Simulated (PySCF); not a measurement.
SeBrI, SMILES Br[Se]I. The structure is a stationary point at B3LYP-D3(BJ)/def2-SVP. The def2 effective core potentials stand for the cores of I; spin–orbit coupling is left out.

Computed equilibrium geometry at B3LYP-D3(BJ)/def2-SVP (PySCF confirms it by a frequency run) as Cartesian coordinates in Å, and its point group:
point group Cs.
```xyz
3

Se     1.0606     0.4558     0.0000
Br    -0.5790     2.1410     0.0000
I     -0.2980    -1.7062     0.0000
```
